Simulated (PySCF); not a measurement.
1-ethenylcyclopropan-1-amine (C₅H₉N), SMILES C1CC1(N)C=C. The structure is a stationary point at PBE0-D3(BJ)/def2-SVP. Other conformers were not sampled.

Method: PySCF 2.14.0 with PBE0-D3(BJ)/def2-SVP.

Harmonic wavenumbers (cm⁻¹): 139, 213, 272, 322, 379, 433, 505, 697, 742, 773, 812, 905, 916, 940, 943, 1004, 1030, 1045, 1054, 1077, 1173, 1192, 1297, 1349, 1380, 1427, 1436, 1493, 1623, 1737, 3141, 3147, 3164, 3178, 3238, 3248, 3277, 3542, 3642. Rotational constants (GHz): 6.190, 2.942, 2.390; symmetry number 1.

**Question.** Work out the zero-point energy and the ideal-gas rigid-rotor harmonic-oscillator thermochemistry at 298.15 K and 1 atm.

**Answer.** ZPE = ½ Σ hcν = ½ × 57886 cm⁻¹ = 82.75 kcal/mol. H − E(el) = 87.44 kcal/mol. Entropy in cal/(mol K): translation 39.17, rotation 26.40, vibration 12.37, total 77.95. G − E(el) = 64.20 kcal/mol. Cp = 26.81 cal/(mol K). Modes under 150 cm⁻¹ make the vibrational entropy uncertain.
